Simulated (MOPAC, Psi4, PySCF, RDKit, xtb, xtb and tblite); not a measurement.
Two geometries of SMILES c1ccc(Cc2ccco2)o1 (C9H8O2), relaxed at GFN2-xTB with one dihedral held; other torsions can differ between them too.

Structure A

```
19

C      2.9413     0.5758     0.9365
C      2.7871    -0.7735     0.9190
O      1.7667    -1.1232     0.1143
C      1.2534     0.0152    -0.3983
C      0.0991    -0.0920    -1.3469
C     -0.7828     1.1089    -1.2654
C     -1.8112     1.4223    -0.4269
C     -2.2476     2.7176    -0.8005
C     -1.4506     3.0937    -1.8347
O     -0.5613     2.1274    -2.1225
C      1.9402     1.0924     0.0761
H      3.6690     1.1361     1.4866
H      3.3141    -1.5652     1.4131
H      0.4727    -0.1845    -2.3716
H     -0.4680    -0.9922    -1.1031
H     -2.2098     0.8089     0.3547
H     -3.0426     3.2823    -0.3587
H     -1.4173     3.9843    -2.4300
H      1.7582     2.1215    -0.1561
```

Structure B

```
19

C      2.9628     0.5535     0.9507
C      2.7831    -0.7922     0.9389
O      1.7601    -1.1265     0.1303
C      1.2703     0.0196    -0.3893
C      0.1107    -0.0758    -1.3333
C     -0.3122     1.2690    -1.8180
C     -1.1764     2.1881    -1.3007
C     -1.1491     3.2983    -2.1809
C     -0.2703     2.9704    -3.1641
O      0.2409     1.7453    -2.9529
C      1.9747     1.0854     0.0834
H      3.6987     1.1029     1.5009
H      3.2924    -1.5917     1.4389
H      0.3978    -0.6934    -2.1893
H     -0.7256    -0.5652    -0.8266
H     -1.7586     2.0877    -0.4079
H     -1.7070     4.2074    -2.0894
H      0.0622     3.4972    -4.0363
H      1.8136     2.1170    -0.1529
```

Problem. Which is lower in energy at the level B3LYP-D3(BJ)/def2-SVP // GFN2-xTB (Psi4), and by how much?

Solution. B is lower, by 0.60 kcal/mol (dihedral O3–C4–C5–C6: 150° in A, 180° in B).

E(B) − E(A) in kcal/mol at the other levels, on the same two geometries: GFN2-xTB (xtb and tblite) 0.09; MMFF94 // GFN2-xTB (RDKit) 0.69; B3LYP/def2-SVP // GFN2-xTB (Psi4) -0.50; PBE/def2-SVP // GFN2-xTB (Psi4) -0.46; PBE-D3(BJ)/def2-SVP // GFN2-xTB (Psi4) -0.51; UFF // GFN2-xTB (RDKit) 0.51; PM7, restricted, heats of formation // GFN2-xTB (MOPAC) 0.02; AM1, restricted, heats of formation // GFN2-xTB (MOPAC) 0.08; GFN1-xTB // GFN2-xTB (xtb) 0.11; restricted B3LYP/6-31G*, spherical d, density fitting // GFN2-xTB (PySCF) -0.54; restricted BP86/6-31G*, spherical d, density fitting // GFN2-xTB (PySCF) -0.50; restricted Hartree-Fock/LANL2DZ, density fitting // GFN2-xTB (PySCF) -0.75; restricted B3LYP/3-21G, density fitting // GFN2-xTB (PySCF) -0.32.
